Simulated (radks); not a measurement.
Problem. Species: Os3+. Configuration: [Xe] 4f14 5d5. Method: Dirac Kohn-Sham, PBE, spin-unpolarised, spherical densities, finite nucleus; open shells fill j = l - 1/2 first; Fermi nuclear charge, rms radius 5.4126 fm; computed with a radial shooting solver on a logarithmic mesh with Libxc functionals.

Spin-orbit splittings of the eigenvalues, e(l+1/2) - e(l-1/2), with zeta = 2 splitting/(2l+1) and mean radii in bohr:

| shell | occ. | splitting (eV) | zeta (eV) | <r> j=l-1/2 | <r> j=l+1/2 |
|---|---|---|---|---|---|
| 2p | 6 | ? | ? | 0.06130 | 0.06950 |
| 3p | 6 | 333.9 | 222.6 | 0.1835 | 0.1986 |
| 3d | 10 | 72.33 | 28.93 | 0.1734 | 0.1781 |
| 4p | 6 | 78.43 | 52.28 | 0.4357 | 0.4692 |
| 4d | 10 | 14.53 | 5.811 | 0.4824 | 0.4937 |
| 4f | 14 | 2.807 | 0.8021 | 0.5520 | 0.5602 |
| 5p | 6 | 12.36 | 8.242 | 1.094 | 1.190 |
| 5d | 5 | 1.263 | 0.5054 | 1.588 | 1.634 |

Estimate the 2p splitting.

Solution. 1531 eV (zeta = 1021 eV).
